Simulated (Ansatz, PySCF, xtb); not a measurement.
Reaction (SMILES): C=C=O + C (CH4) → C=C (C2H4) [ethene] + C=O (CH2O) [formaldehyde]
Each molecule is optimised on its own at B3LYP-D3(BJ)/def2-TZVP (Ansatz, an electronic-structure program).

Wanted: bond separation energy (0 K, with B3LYP-D3(BJ) harmonic zero-point energies from PySCF), in kcal/mol. Correlated levels leave the core frozen unless marked. No spin-orbit coupling. No relativistic terms. CBS(X,Y): correlation extrapolated as X^-3; Hartree-Fock from the larger set.

```csv
level,program,bond separation energy (kcal/mol)
GFN2-xTB,xtb,29.7
HF/6-31G*,Ansatz,14.7
HF-D4/def2-TZVPD,PySCF + dftd4,13.9
BLYP-D4/def2-TZVPD,Ansatz + dftd4,19.2
M06-L-D4/def2-TZVPD,PySCF + dftd4,24.4
PBE0/STO-3G,Ansatz,21.8
B2GP-PLYP/def2-TZVPD,Ansatz,18.2
```

### Question
Estimate the value at CCSD(T)/CBS(cc-pVTZ,cc-pVQZ) as computed with Ansatz.

### Answer
16.0 kcal/mol, so B2GP-PLYP/def2-TZVPD differs from it by 2.2 kcal/mol.
